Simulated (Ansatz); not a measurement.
A first, cheap relaxation of CF₂O₂Si (`O=C1O[Si]1(F)F`).

```yaml
crystal:
  periodic: [false, false, false]
  atoms:
    - {symbol: O, position_ang: [1.359200, -1.561900, 0.970700]}
    - {symbol: C, position_ang: [0.480700, -0.855900, 0.393200]}
    - {symbol: O, position_ang: [-0.685600, -0.973300, -0.256600]}
    - {symbol: Si, position_ang: [0.000800, 0.686200, -0.137300]}
    - {symbol: F, position_ang: [0.101900, 1.153800, -1.660400]}
    - {symbol: F, position_ang: [-1.214800, 1.487200, 0.644200]}
basis:
  gaussian: {orbitals: def2-SVP}
hamiltonian: {xc: pbe, dispersion: d4}
relax: {f_tol: 0.03, max_steps: 200}
```

```sh
$ ansatz run in.yaml --threads 2 --pin off --events-out ev --progress --plain --max-ram 4352MiB
```

Shortened log:

```
Functional definition: PBE
mean field -18419.16080747 eV, -676.8916747187 hartree, gradient 7.4e-5 eV, S^2 0.000000; 0 other end points of the search recorded, 0 dependent functions left out
relax step   1: F+E_penalty+E_count = -18419.30025939 eV  Δ(F+E_penalty+E_count) = +0.000e0 eV  max|allowed force component| = 6.088e0 eV/Å  Δτ_max = 0.0000 Å  (29 SCF iters, accepted)
mean field -18419.75453510 eV, -676.9134938069 hartree, gradient 2.1e-5 eV, S^2 0.000000; 0 other end points of the search recorded, 0 dependent functions left out
relax step   2: F+E_penalty+E_count = -18419.89278503 eV  Δ(F+E_penalty+E_count) = -5.925e-1 eV  max|allowed force component| = 2.774e0 eV/Å  Δτ_max = 0.0687 Å  (32 SCF iters, accepted)
mean field -18419.97612223 eV, -676.9216369838 hartree, gradient 1.4e-5 eV, S^2 0.000000; 0 other end points of the search recorded, 0 dependent functions left out
relax step   3: F+E_penalty+E_count = -18420.11262235 eV  Δ(F+E_penalty+E_count) = -2.198e-1 eV  max|allowed force component| = 6.221e-1 eV/Å  Δτ_max = 0.0692 Å  (30 SCF iters, accepted)
mean field -18420.00046911 eV, -676.9225317150 hartree, gradient 2.6e-5 eV, S^2 0.000000; 0 other end points of the search recorded, 0 dependent functions left out
relax step   4: F+E_penalty+E_count = -18420.13655469 eV  Δ(F+E_penalty+E_count) = -2.393e-2 eV  max|allowed force component| = 7.367e-1 eV/Å  Δτ_max = 0.0374 Å  (30 SCF iters, accepted)
mean field -18420.02106962 eV, -676.9232887697 hartree, gradient 2.7e-5 eV, S^2 0.000000; 0 other end points of the search recorded, 0 dependent functions left out
relax step   5: F+E_penalty+E_count = -18420.15707322 eV  Δ(F+E_penalty+E_count) = -2.052e-2 eV  max|allowed force component| = 4.816e-1 eV/Å  Δτ_max = 0.0286 Å  (29 SCF iters, accepted)
mean field -18420.03270569 eV, -676.9237163874 hartree, gradient 2.7e-5 eV, S^2 0.000000; 0 other end points of the search recorded, 0 dependent functions left out
relax step   6: F+E_penalty+E_count = -18420.16876352 eV  Δ(F+E_penalty+E_count) = -1.169e-2 eV  max|allowed force component| = 2.629e-1 eV/Å  Δτ_max = 0.0270 Å  (30 SCF iters, accepted)
mean field -18420.00176688 eV, -676.9225794072 hartree, gradient 2.1e-5 eV, S^2 0.000000; 0 other end points of the search recorded, 0 dependent functions left out
relax step   7: F+E_penalty+E_count = -18420.13812464 eV  Δ(F+E_penalty+E_count) = +3.064e-2 eV  max|allowed force component| = 1.292e0 eV/Å  Δτ_max = 0.0536 Å  (37 SCF iters, rejected (line search))
mean field -18420.04117849 eV, -676.9240277572 hartree, gradient 1.3e-5 eV, S^2 0.000000; 0 other end points of the search recorded, 0 dependent functions left out
relax step   8: F+E_penalty+E_count = -18420.17741432 eV  Δ(F+E_penalty+E_count) = -8.651e-3 eV  max|allowed force component| = 6.390e-2 eV/Å  Δτ_max = 0.0257 Å  (31 SCF iters, accepted)
mean field -18420.04040811 eV, -676.9239994462 hartree, gradient 2.4e-5 eV, S^2 0.000000; 0 other end points of the search recorded, 0 dependent functions left out
relax step   9: F+E_penalty+E_count = -18420.17671966 eV  Δ(F+E_penalty+E_count) = +6.947e-4 eV  max|allowed force component| = 2.353e-1 eV/Å  Δτ_max = 0.0275 Å  (30 SCF iters, rejected (line search))
mean field -18420.04220249 eV, -676.9240653885 hartree, gradient 2.4e-5 eV, S^2 0.000000; 0 other end points of the search recorded, 0 dependent functions left out
relax step  10: F+E_penalty+E_count = -18420.17857459 eV  Δ(F+E_penalty+E_count) = -1.160e-3 eV  max|allowed force component| = 6.968e-2 eV/Å  Δτ_max = 0.0134 Å  (30 SCF iters, accepted)
mean field -18420.04223515 eV, -676.9240665887 hartree, gradient 2.3e-5 eV, S^2 0.000000; 0 other end points of the search recorded, 0 dependent functions left out
relax step  11: F+E_penalty+E_count = -18420.17859326 eV  Δ(F+E_penalty+E_count) = -1.866e-5 eV  max|allowed force component| = 6.844e-2 eV/Å  Δτ_max = 0.0020 Å  (32 SCF iters, accepted)
mean field -18420.04230939 eV, -676.9240693169 hartree, gradient 5.6e-5 eV, S^2 0.000000; 0 other end points of the search recorded, 0 dependent functions left out
relax step  12: F+E_penalty+E_count = -18420.17865134 eV  Δ(F+E_penalty+E_count) = -5.808e-5 eV  max|allowed force component| = 4.046e-3 eV/Å  Δτ_max = 0.0010 Å  (21 SCF iters, accepted)
mean field -18420.04230939 eV, -676.9240693169 hartree, gradient 5.6e-5 eV, S^2 0.000000; 1 other end points of the search recorded, 0 dependent functions left out
Total energy: -18420.17867595 eV, -676.9290806956 hartree
Atom 0 at     1.328231    -1.683376     0.979330 Å, force     0.000688     0.000013    -0.000109 eV/Å
Atom 1 at     0.614322    -0.888477     0.461448 Å, force    -0.001851     0.000409    -0.000125 eV/Å
Atom 2 at    -0.609791    -1.032700    -0.210646 Å, force     0.001336     0.003464     0.000108 eV/Å
Atom 3 at    -0.170264     0.637639    -0.200752 Å, force     0.000264    -0.004046    -0.000084 eV/Å
Atom 4 at     0.072688     1.291613    -1.655998 Å, force    -0.000955     0.000175     0.001497 eV/Å
Atom 5 at    -1.192986     1.611400     0.580419 Å, force     0.000519    -0.000015    -0.001288 eV/Å
Dipole moment:    -0.033062     0.316214    -0.063942 e Å
```

Hardware: 2 threads of an Arm Neoverse V1 on a shared host. Wall time 17 s, peak host memory 0.12 GiB.
